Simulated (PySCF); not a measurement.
Input for PySCF: R-HF/3-21G on C2H6OSi (SMILES CO[Si]C), a point of a torsion scan.

```python
from pyscf import gto, scf, dft, mp
from pyscf.data.elements import chemcore

mol = gto.M(
    atom='''
    C     1.91328195   -0.32349516   -0.06476635
    O     0.99852222    0.71388145    0.00063445
    Si    1.23848138    2.33660533   -0.16476210
    C    -0.58904639    2.82996793    0.10389444
    H     2.92712594    0.04045876   -0.25570636
    H     1.62677478   -1.00820718   -0.86792403
    H     1.90732475   -0.87095159    0.88194828
    H    -1.25186542    1.96949750    0.19568837
    H    -0.94303056    3.44500691   -0.72200969
    H    -0.69169898    3.43278121    1.00516141
    ''',
    basis='3-21g',
    charge=0, spin=0, verbose=3, max_memory=1800)
mf = scf.RHF(mol)
mf.conv_tol = 1e-8
mf.max_cycle = 100
mf.kernel()
if not mf.converged:
    mf = mf.newton().run(mf.mo_coeff, mf.mo_occ)
```

Output:

```
converged SCF energy = -440.651791602964
```

The calculation finished and met its thresholds.

Cost: roughly 0.24 core-seconds.
